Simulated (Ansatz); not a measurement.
The cluster Li₆Te₂, 8 atoms. Hardware: 4 threads of INTEL XEON PLATINUM 8581C on a shared host.

In the def2 sets Te takes a core potential; there is no spin–orbit coupling. Correlated methods freeze 8 core orbitals; core or outer-core shells of Li, Te are correlated, in sets that lack core-valence functions.

(1) How many basis functions does each of these Ansatz runs have, and roughly what does it cost? PBE0-D4/def2-SVP, charge -1 doublet at the geometry of the charge 0 singlet, energy with a search over starts; PBE-D4/def2-TZVPD, charge 0 singlet, energy, from earlier orbitals; CCSD(T)/def2-SVP, charge 1 doublet at the geometry of the charge 0 singlet, energy, from earlier orbitals; PBE-D4/def2-TZVP, charge 0 triplet at the geometry of the charge 0 singlet, energy, from earlier orbitals; MP2/def2-TZVP, charge 0 singlet, energy, from earlier orbitals; PBE0-D4/def2-SVP, charge 0 singlet, energy with a search over starts; LC-ωPBE/def2-TZVP, charge 0 singlet, energy, from earlier orbitals; RPA@PBE/def2-TZVP, charge 0 singlet, energy, from earlier orbitals; PBE0-D4/def2-SVP, charge 1 doublet at the geometry of the charge 0 singlet, energy with a search over starts; PBE-D4/def2-TZVP, charge 1 doublet at the geometry of the charge 0 singlet, energy, from earlier orbitals; r2SCAN-D4/def2-TZVPD, charge -1 doublet at the geometry of the charge 0 singlet, energy, from earlier orbitals; CCSD(T)/def2-SVP, charge 0 singlet, energy, from earlier orbitals.

Answers

(1) Other jobs shared the machine, so times can vary by a factor of up to 3. A dash marks memory too small to be measured apart from the calling script's.

| run | functions | fitting or Cholesky vectors | wall time | peak host memory (GiB) |
| --- | --- | --- | --- | --- |
| PBE-D4/def2-TZVPD, charge 0 singlet, energy, from earlier orbitals | 220 | 1888 | 1.9 s | – |
| MP2/def2-TZVP, charge 0 singlet, energy, from earlier orbitals | 184 | 1872 | 2.2 s | 0.57 |
| PBE0-D4/def2-SVP, charge 0 singlet, energy with a search over starts | 106 | 1440 | 2.3 s | – |
| LC-ωPBE/def2-TZVP, charge 0 singlet, energy, from earlier orbitals | 184 | 1546 | 2.3 s | – |
| PBE-D4/def2-TZVP, charge 1 doublet at the geometry of the charge 0 singlet, energy, from earlier orbitals | 184 | 1546 | 2.6 s | – |
| PBE-D4/def2-TZVP, charge 0 triplet at the geometry of the charge 0 singlet, energy, from earlier orbitals | 184 | 1546 | 2.6 s | – |
| RPA@PBE/def2-TZVP, charge 0 singlet, energy, from earlier orbitals | 184 | 1872 | 3.9 s | 0.63 |
| PBE0-D4/def2-SVP, charge 1 doublet at the geometry of the charge 0 singlet, energy with a search over starts | 106 | 1440 | 4.3 s | – |
| CCSD(T)/def2-SVP, charge 0 singlet, energy, from earlier orbitals | 106 | 1440 | 7.5 s | 0.72 |
| r2SCAN-D4/def2-TZVPD, charge -1 doublet at the geometry of the charge 0 singlet, energy, from earlier orbitals | 220 | 1888 | 18 s | 0.97 |
| PBE0-D4/def2-SVP, charge -1 doublet at the geometry of the charge 0 singlet, energy with a search over starts | 106 | 1440 | 18 s | 0.66 |
| CCSD(T)/def2-SVP, charge 1 doublet at the geometry of the charge 0 singlet, energy, from earlier orbitals | 106 | 1440 | 27 s | 1.6 |
